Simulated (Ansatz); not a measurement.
Basis-set extrapolation for CH$_{3}$AlFNO (PBE0-D4/def2-TZVP geometry, frozen core, the Gaussian-basis code of Ansatz). Multiplicity 1, RHF reference.

```json
{"": "HF", "def2-TZVPP": "-510.481781", "def2-QZVPP": "-510.501243"}
{"": "MP2 correlation", "def2-TZVPP": "-0.913083", "def2-QZVPP": "-0.986510"}
{"": "CCSD(T) correlation", "def2-TZVPP": "-0.966402", "def2-QZVPP": "not run"}
```

Energies in hartree. Use E(X) = E(∞) + A·exp(−7.88·√X) for Hartree–Fock and E(X) = E(∞) + B·X^(−2.97) for correlation, with X = 3 and 4, and add CCSD(T) minus MP2 of the smaller set to the MP2 limit.

Problem. What is the CCSD(T) energy at the basis-set limit?

Solution. HF limit: -510.501243 + (-0.019462) × 0.13774 = -510.50392. MP2 limit: -0.986510 + (-0.073427) × 0.74074 = -1.04090. Higher-order term: -0.966402 − (-0.913083) = -0.05332. Total: -511.59814 hartree, 94.1 kcal/mol below CCSD(T)/def2-TZVPP.
